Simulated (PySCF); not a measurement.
Species: C3H5B.
Geometry (PBE0-D3(BJ)/def2-SVP, Å), atoms numbered from 1 in this order:
```
atom  x, y, z in Å
B1     2.3464   -0.0740    0.0758
C2     0.8461   -0.0594    0.0198
C3    -0.3772   -0.0485   -0.0274
C4    -1.8241   -0.0333   -0.0770
H5     2.9771   -0.7861   -0.6698
H6     2.9349    0.6259    0.8662
H7    -2.2399   -0.4222    0.8664
H8    -2.1970    0.9965   -0.1957
H9    -2.2174   -0.6443   -0.9041
```

Method used: core-valence-separated Tamm–Dancoff BHandHLYP/aug-pcX-1 (pcseg-1 on H) in PySCF, non-relativistic, gas phase, PBE0-D3(BJ)/def2-SVP geometry. No shift to experiment was applied.

Q: List the boron K-edge absorption lines.

A: 
```
E (eV)       f  core hole on                 main final orbital
185.43  0.0837            B1                        LUMO (86 %)
191.18  0.0144            B1                      LUMO+8 (38 %)
191.33  0.0028            B1                      LUMO+2 (68 %)
191.81  0.0018            B1                      LUMO+1 (56 %)
192.12  0.0097            B1  LUMO+3/LUMO+4 (2 roots, f summed)
192.56  0.0001            B1                      LUMO+5 (64 %)
```

The first line with a tenth or more of the strongest one's intensity is at 185.43 eV (f = 0.084), with the hole on B1 (three-coordinate boron). It is also the strongest listed.

Q: Give energies, oscillator strengths and core holes at the C K edge.

A: 
```
E (eV)       f  core hole on  main final orbital            polarisation
282.00  0.0260            C2         LUMO (88 %)  across the triple bond
282.08  0.0441            C3         LUMO (79 %)  across the triple bond
283.15  0.0619            C2       LUMO+8 (61 %)  across the triple bond
284.40  0.0561            C3       LUMO+8 (58 %)  across the triple bond
285.00  0.0555            C2      LUMO+12 (31 %)  across the triple bond
285.04  0.0003            C4         LUMO (91 %)                       –
285.66  0.0007            C2       LUMO+1 (73 %)                       –
286.05  0.0036            C4       LUMO+1 (88 %)                       –
286.40  0.0009            C3       LUMO+1 (86 %)                       –
286.67  0.0002            C2       LUMO+2 (69 %)                       –
286.67  0.0262            C4       LUMO+6 (65 %)                       –
286.83  0.0005            C2       LUMO+3 (85 %)                       –
287.04  0.0374            C4       LUMO+7 (55 %)                       –
287.14  0.0012            C2       LUMO+4 (58 %)  across the triple bond
287.19  0.0008            C2       LUMO+5 (79 %)                       –
```

The first line with a tenth or more of the strongest one's intensity is at 282.00 eV (f = 0.026), with the hole on C2 (alkyne carbon), polarised across the triple bond. The strongest listed is at 283.15 eV (f = 0.062; C2).

Roots within 0.03 eV whose holes lie on the same, on equivalent or on shared atoms are summed into one line, and the highest roots are left out, as the search may have cut off their partners. Final orbitals are the ground state's empty Kohn–Sham orbitals. A dash: too weak, shared between unlike atoms, or no plane or axis to refer to.

Q: What is the summed oscillator strength of the listed B K lines, and their intensity-weighted mean energy?

A: Σf = 0.112 over 6 lines from 185.43 to 192.56 eV; the weighted mean is 187.00 eV. The strongest line holds 74 % of the sum.

Only the lowest roots of each edge were sought.

Rough CPU time on one thread of a shared machine: about 8 s.
